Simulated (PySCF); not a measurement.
Computed IR spectrum (relative IR intensity) of a molecule C3H8OSi. Geometry: ωB97X-D3(BJ)/def2-SVP. One conformer was computed; it need not be the lowest. Method: PySCF with ωB97X-D3(BJ)/def2-SVP. Frequencies are harmonic and unscaled.

Lines under 2 % of the strongest are left out, and lines within 2 cm⁻¹ are merged.

ν (cm⁻¹): 417 (vw), 676 (w), 709 (m), 789 (w), 917 (vs), 998 (m), 1024 (m), 1051 (w), 1180 (s), 1231 (s), 1426 (w), 1486 (vw), 1490 (w), 1710 (vw), 2217 (s), 2234 (m), 3022 (m), 3098 (w), 3150 (w) (against the strongest line: vs over 80 %, s over 45 %, m over 15 %, w over 4 %, vw less)

Q: Which molecule gave these data?
(A) [SiH3]OC1CC1
(B) C=C([SiH3])OC
(C) C=C[SiH2]OC
(D) CO/C=C/[SiH3]

A: C, C=C[SiH2]OC
